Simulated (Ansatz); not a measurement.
```yaml
crystal:
  periodic: [false, false, false]
  atoms:
    - {symbol: W, position_ang: [0.000034, 0.000466, -0.000094]}
    - {symbol: O, position_ang: [0.010970, -0.019125, 1.817609]}
    - {symbol: O, position_ang: [1.710149, 0.010401, -0.616336]}
    - {symbol: O, position_ang: [-0.864990, 1.488323, -0.585351]}
    - {symbol: O, position_ang: [-0.856163, -1.480065, -0.615837]}
basis:
  gaussian: {orbitals: ANO-RCC-VTZP}
total_charge: -1
magnetization: {spin_polarized: true, initial_magnetization: 1}
hamiltonian: {xc: {name: HF}}
scf: {omitted_lower_state_checks: [starts]}
output: {forces: true}
```

```sh
$ ansatz run in.yaml --threads 4 --pin off --events-out ev --progress --plain --max-ram 3916MiB
```

It prints (some lines left out):

```
Functional definition: HF
  name "HF"
  cite "Fock, Z. Phys. 61, 126 (1930) doi:10.1007/BF01340294"
  parent pbe
  exchange = exact_x
  correlation = 0
these checks for a lower state are left out or cut short: starts
1679 factors; integrals over basis functions are off by at most 8.9e-4 eV
mean field evaluation 1: about -447341.9888 eV, gradient 5.4e1 eV
mean field evaluation 2: about -447342.0986 eV, gradient 5.4e1 eV
mean field evaluation 4: about -447352.8734 eV, gradient 8.9e0 eV
mean field evaluation 8: about -447353.8636 eV, gradient 1.1e0 eV
mean field evaluation 16: about -447353.9275 eV, gradient 3.5e-1 eV
mean field -447354.10634125 eV, -16439.9601805369 hartree, gradient 2.5e-5 eV, S^2 1.111272; 0 other end points of the search recorded, 0 dependent functions left out
the calculation of the forces begins
reference -447354.10634125 eV, -16439.9601805369 hartree; 54, 53 occupied and 170, 171 virtual orbitals, 1679 factors
Total energy: -447354.10634125 eV, -16439.9601805369 hartree
Relativity: scalar
Atom 0 at     0.000034     0.000466    -0.000094 Å, force     3.164118     5.599595    -4.495139 eV/Å
Atom 1 at     0.010970    -0.019125     1.817609 Å, force    -0.352379    -0.618657     0.287905 eV/Å
Atom 2 at     1.710149     0.010401    -0.616336 Å, force    -4.469004    -0.432779     1.857172 eV/Å
Atom 3 at    -0.864990     1.488323    -0.585351 Å, force     1.911659    -4.097028     1.780187 eV/Å
Atom 4 at    -0.856163    -1.480065    -0.615837 Å, force    -0.254393    -0.451131     0.569875 eV/Å
Dipole moment:    -0.248319    -0.439705     0.353035 e Å
Checks for a lower state left out: starts
```

It took 37 s on 4 threads of Arm Neoverse V1 on a shared host, peak host memory 1.3 GiB.

DK, ANO-RCC and x2c sets are all-electron and run with scalar relativity unless a key says otherwise. The highest occupied level of an anion often lies above zero with these methods, and sets without diffuse functions describe the outer electron poorly. The charge -1 doublet is spin-contaminated (final ⟨S²⟩ up to 1.11, 0.75 for a pure state).

The dipole of an ion depends on the origin.
